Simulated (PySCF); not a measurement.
## Ionisation energy of C²⁺ by level of theory

C²⁺ [He] 2s2 (1S) → C³⁺ [He] 2s1 (2S), as a difference of total energies. Computed with PySCF 2.14 in def2-QZVPPD, with the non-relativistic Hamiltonian (point nucleus). Correlated levels: valence and next inner shell: nothing frozen. The calculations carry no spin-orbit coupling.

```csv
method,ionisation energy (eV)
UHF,45.778
MP2 (valence and next inner shell),47.032
SCS-MP2 (valence and next inner shell),47.274
CCSD (valence and next inner shell),47.788
CCSD(T) (valence and next inner shell),47.799
```

Problem. How much does correlation contribute at CCSD(T) (valence and next inner shell)?

Solution. 47.799 − (45.778) = 2.021 eV, measured against UHF.

Errors of the correlated levels include the incompleteness of this basis.

The coupled-cluster amplitudes are large for C²⁺ (T1 above 0.03 or a double amplitude above 0.15), so a single reference is strained.

For comparison: 47.888 eV (measured; NIST Atomic Spectra Database, ionization energies).
